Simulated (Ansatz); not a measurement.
# Pulling the pair apart

The pair of HCl (SMILES Cl, atoms 1–2) and GeH₄ (SMILES [GeH4], atoms 3–7), both closed shells, in one local arrangement (a lower one may exist), relaxed at PBE0-D4/def2-TZVP:

```xyz
7
angstrom
Cl -0.4279 -0.0356 -3.0512
H 0.3251 0.1301 -2.0265
Ge 0.0100 -0.0218 1.0253
H -0.5370 -1.4408 0.8387
H -1.1282 0.9998 0.9353
H 1.0286 0.2695 -0.0950
H 0.7294 0.0988 2.3733
```

GeH₄ is shifted rigidly along the line between the mean atom positions of the two fragments (negative: closer). Counterpoise interaction energies in kJ/mol. Program: Ansatz 0.2.0. Basis: def2-TZVPPD. Cores are frozen in the correlated methods. Filled d shells of the heavier atoms are correlated. The def2 sets are not built for correlating such inner shells, so the correlated values are less sure here. B3LYP uses VWN-RPA correlation.

| shift (Å) | PBE-D4 | B3LYP-D4 | PBE0-D4 |
| --- | --- | --- | --- |
| -0.41 | -3.5 | -0.2 | -1.5 |
| -0.20 | -5.9 | -3.8 | -4.5 |
| 0.00 | -6.3 | -4.8 | -5.2 |
| 0.20 | -5.7 | -4.5 | -4.9 |
| 0.49 | -4.4 | -3.5 | -3.9 |
| 1.02 | -2.4 | -1.7 | -2.2 |
| 2.05 | -0.6 | -0.3 | -0.5 |
| 4.10 | 0.1 | 0.2 | 0.0 |

At the largest shift the D4 term itself is slightly repulsive (PBE-D4 +1.2 meV, B3LYP-D4 +2.2 meV, PBE0-D4 +0.9 meV): a quirk of that model, not of the functional.

(1) What does CCSD(T) give at these shifts? (An estimate is asked for; the value comes from the calculation.)

T1 diagnostic: at most 0.011.

Answers

(1) Computed: 3.4, -1.3, -3.1, -3.4, -3.0, -1.8, -0.6, -0.1 kJ/mol. For zero shift, CCSD(T) at an estimated basis limit (MP2 extrapolated from triple and quadruple zeta, plus CCSD(T) − MP2 in triple zeta) gives -4.3 kJ/mol. These are counterpoise interaction energies, counted from the two frozen fragments.

For scale, one of the runs: CCSD(T)/def2-TZVPPD, 190 basis functions, launched by `ansatz run in.yaml --threads 2 --pin off --events-out ev --progress --plain --max-ram 5222MiB`. Hardware: 2 CPU threads of an Arm Neoverse V1, shared host. Wall time 67 s; peak host memory 1.9 GiB.
